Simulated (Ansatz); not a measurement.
C2H6OSi (`C=C[SiH2]O`), relaxed with RKS PBE0-D4/def2-TZVP in the Gaussian-basis code of Ansatz from a PBE-D4/def2-SVP geometry. The force threshold is 0.005 eV/Å; the program also tests the step.

Total charge 0; spin multiplicity 1.

Start:

```xyz
10

C     1.524    0.534   -0.289
C     0.453    0.723    0.509
Si   -1.172   -0.168    0.216
O    -1.001   -1.329   -0.995
H     1.476   -0.152   -1.153
H     2.485    1.054   -0.127
H     0.543    1.424    1.360
H    -1.641   -0.773    1.519
H    -2.231    0.771   -0.284
H    -0.435   -2.083   -0.755
```

(1) By how much does the energy fall, and how many steps does the optimiser take? (Estimate.)

(2) Which bonds change most? (An estimate is asked.)

(3) Give the relaxed structure. (Estimate.)

## Answers

(1) The calculation gave: 6.12 kJ/mol, in 9 steps, 1 of them rejected.

(2) Ansatz gave: Si3–O4 from 1.687 to 1.649 Å; Si3–H8 from 1.512 to 1.491 Å; C2–Si3 from 1.876 to 1.857 Å; C1–C2 from 1.349 to 1.330 Å.

(3) Computed: 
```xyz
10

C     1.524    0.540   -0.278
C     0.451    0.723    0.488
Si   -1.152   -0.171    0.206
O    -1.004   -1.312   -0.975
H     1.506   -0.142   -1.124
H     2.459    1.064   -0.104
H     0.524    1.425    1.318
H    -1.590   -0.784    1.493
H    -2.206    0.762   -0.265
H    -0.512   -2.105   -0.759
```
